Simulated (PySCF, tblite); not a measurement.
Isomers of C5H15N2PSi, one GFN2-xTB conformer each. Single-point energies are computed at PBE0/pcSseg-1 (PySCF, gas phase, no added dispersion term), electronic only.

| SMILES | GFN2-xTB relative energy (kJ/mol) |
| --- | --- |
| C[SiH2]P1N(C)CCN1C | 0.0 |
| C[C@@H]1[C@@H]([SiH3])[P@]1(=N)N(C)C | 166.2 |
| C=N[Si@](N)(P)C(C)(C)C | 85.3 |

Conformers: `[CH3:1][SiH2:2][P:3]1[N:4]([CH3:5])[CH2:6][CH2:7][N:8]1[CH3:9]` with C1–Si2–P3–N4 175°, Si2–P3–N4–C5 -72°, P3–N4–C6–C7 30°, N4–C6–C7–N8 -3°, C6–C7–N8–C9 -165°; `[CH3:1][C@@H:2]1[C@@H:3]([SiH3:4])[P@:5]1(=[NH:6])[N:7]([CH3:8])[CH3:9]` with C3–P5–N7–C8 -148°; `[CH2:1]=[N:2][Si@:3]([NH2:4])([PH2:5])[C:6]([CH3:7])([CH3:8])[CH3:9]` with C1–N2–Si3–N4 132°, N2–Si3–N4–H -73° and 62°, N2–Si3–P5–H 156° and 64°.

What does PBE0/pcSseg-1 give for the same structures?

```
                              SMILES  PBE0/pcSseg-1 E (Eh)  PBE0/pcSseg-1 (kJ/mol)  GFN2-xTB (kJ/mol)  point group
              C=N[Si@](N)(P)C(C)(C)C            -939.26302                     0.0               85.3           C1
                  C[SiH2]P1N(C)CCN1C            -939.21601                   123.4                0.0           C1
C[C@@H]1[C@@H]([SiH3])[P@]1(=N)N(C)C            -939.16181                   265.7              166.2           C1
```

GFN2-xTB puts C[SiH2]P1N(C)CCN1C lowest instead; measured from each level's own lowest isomer, the values differ by up to 123.4 kJ/mol (C[SiH2]P1N(C)CCN1C: 0.0 against 123.4). As drawn, the lowest has a C=N bond, which the highest lacks; the highest has a three-membered ring, which the lowest lacks.

Which frontier levels, dipoles and rotational constants go with these structures?

```tsv
SMILES	HOMO (eV, PBE0/pcSseg-1)	LUMO (eV)	dipole (D)	A, B, C (MHz)
C=N[Si@](N)(P)C(C)(C)C	-6.70	-0.77	1.30	1298, 955.2, 848.5
C[SiH2]P1N(C)CCN1C	-5.61	-0.10	1.37	1445, 1056, 764.5
C[C@@H]1[C@@H]([SiH3])[P@]1(=N)N(C)C	-6.36	0.39	3.12	1668, 814.3, 733.7
```

What happens when harmonic zero-point energies from GFN2-xTB frequencies are added?

```json
{"SMILES": "C=N[Si@](N)(P)C(C)(C)C", "ZPE (kJ/mol)": "509.4", "electronic (kJ/mol)": "0.0", "with ZPE (kJ/mol)": "0.0"}
{"SMILES": "C[SiH2]P1N(C)CCN1C", "ZPE (kJ/mol)": "513.1", "electronic (kJ/mol)": "123.4", "with ZPE (kJ/mol)": "127.1"}
{"SMILES": "C[C@@H]1[C@@H]([SiH3])[P@]1(=N)N(C)C", "ZPE (kJ/mol)": "498.0", "electronic (kJ/mol)": "265.7", "with ZPE (kJ/mol)": "254.4"}
```

The zero-point energies span 15.1 kJ/mol. The order is unchanged.
